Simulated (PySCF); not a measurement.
# Magnetic susceptibility: SMILES C#Cc1[nH]c(C)[nH+]c1Br, [C₆H₆BrN₂]+, charge +1

Molfile (atoms numbered from 1):
```
C6H6BrN2
     RDKit          3D

 15 15  0  0  0  0  0  0  0  0999 V2000
    3.4933    0.9508   -0.5643 C   0  0  0  0  0  0  0  0  0  0  0  0
    2.3964    0.5237   -0.3219 C   0  0  0  0  0  0  0  0  0  0  0  0
    1.1263    0.0070   -0.0397 C   0  0  0  0  0  0  0  0  0  0  0  0
   -0.0248    0.7667   -0.0034 N   0  0  0  0  0  0  0  0  0  0  0  0
   -1.0763   -0.0011    0.2864 C   0  0  0  0  0  0  0  0  0  0  0  0
   -2.4703    0.4436    0.4391 C   0  0  0  0  0  0  0  0  0  0  0  0
   -0.6252   -1.2507    0.4392 N   0  0  0  0  0  0  0  0  0  0  0  0
    0.7361   -1.2842    0.2449 C   0  0  0  0  0  0  0  0  0  0  0  0
    1.7223   -2.8590    0.3759 Br  0  0  0  0  0  0  0  0  0  0  0  0
    4.4528    1.3252   -0.7767 H   0  0  0  0  0  0  0  0  0  0  0  0
   -0.0479    1.7640   -0.1745 H   0  0  0  0  0  0  0  0  0  0  0  0
   -2.6628    0.7392    1.4726 H   0  0  0  0  0  0  0  0  0  0  0  0
   -3.1610   -0.3581    0.1882 H   0  0  0  0  0  0  0  0  0  0  0  0
   -2.6765    1.3031   -0.1946 H   0  0  0  0  0  0  0  0  0  0  0  0
   -1.1869   -2.0622    0.6643 H   0  0  0  0  0  0  0  0  0  0  0  0
  1  2  3  0
  2  3  1  0
  3  4  1  0
  4  5  1  0
  5  6  1  0
  5  7  2  0
  7  8  1  0
  8  9  1  0
  8  3  2  0
  1 10  1  0
  4 11  1  0
  6 12  1  0
  6 13  1  0
  6 14  1  0
  7 15  1  0
M  CHG  1   7   1
M  END
```

Level of theory: PySCF 2.14.0, GIAO HF/pcSseg-1 magnetisability, rotational g tensor and spin-rotation constants, non-relativistic, gas phase. Geometry: GFN2-xTB.

The calculation is non-relativistic, which matters for the atoms heavier than Zn. For an ion the centre-of-mass motion in the field is neglected.

Question: What are the magnetisability and the molar susceptibility?

Answer: Isotropic -1659 × 10⁻³⁰ J/T², or -99.9 × 10⁻⁶ cm³/mol; principal values -1955, -1590, -1431 × 10⁻³⁰ J/T², anisotropy 465 × 10⁻³⁰ J/T² (root of half the summed squared differences of the principal values). The susceptibility is in cgs units.

Question: Split it along the inertial axes a, b, c into diamagnetic and paramagnetic parts about the centre of mass, with the quadrupole moment.

Answer: 
```
axis  χ (10⁻⁶ cm³/mol)  diamagnetic (10⁻⁶ cm³/mol)  paramagnetic (10⁻⁶ cm³/mol)  summed x² of all electrons (Å²)  quadrupole Θ (D Å)
   a             -94.3                      -869.4                        775.1                            314.7              +22.38
   b             -87.7                     -1399.9                       1312.3                            189.6              +10.48
   c            -117.7                     -2139.6                       2021.9                             15.3              -32.86
```
Anisotropies 2χaa − χbb − χcc = +16.8 and 2χbb − χaa − χcc = +36.7 × 10⁻⁶ cm³/mol. Θ is traceless in Buckingham's convention.

Question: And the rotational g tensor?

Answer: 
| axis | rotational constant (GHz) | g | nuclear part | electronic part |
| --- | --- | --- | --- | --- |
| a | 1.5105 | +0.0023 | 0.5524 | -0.5500 |
| b | 0.8535 | +0.0015 | 0.5277 | -0.5262 |
| c | 0.5472 | +0.0152 | 0.5350 | -0.5198 |

Asymmetric top; isotopes 79Br, 12C, 1H, 14N; no vibrational averaging.
